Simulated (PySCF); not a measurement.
C5H6F2. Atoms are numbered in the order given.

```xyz
13

F      1.8443    -0.8679    -0.5290
C      1.0885     0.2460    -0.3787
F      0.4442     0.4603    -1.5485
C      0.1059     0.0455     0.7469
C     -0.9892     1.0748     0.9163
C     -1.9744     0.1918     0.7012
C     -1.0426    -0.9723     0.4723
H      1.7679     1.1007    -0.2046
H      0.6845    -0.1720     1.6610
H     -0.9640     2.1438     1.1433
H     -3.0648     0.2704     0.6983
H     -1.0434    -1.3901    -0.5464
H     -1.1067    -1.8000     1.1967
```

Geometry: PBE0-D3(BJ)/def2-SVP. The structure was generated by enumeration; whether it is a known compound was not checked. Other conformers were not sampled.

Vertical ionisation energy (IE) and electron affinity (EA) in eV. Rows of orbital energies are one-electron estimates. Where ΔSCF, EOM or ADC give a negative EA the extra electron is unbound and the value depends on the basis.

```csv
level,IE,EA
"−ε(HOMO), −ε(LUMO), M06-2X/def2-TZVP (PySCF)",8.77,-0.91
"−ε(HOMO), −ε(LUMO), PBE/def2-TZVP (PySCF)",6.38,1.01
```
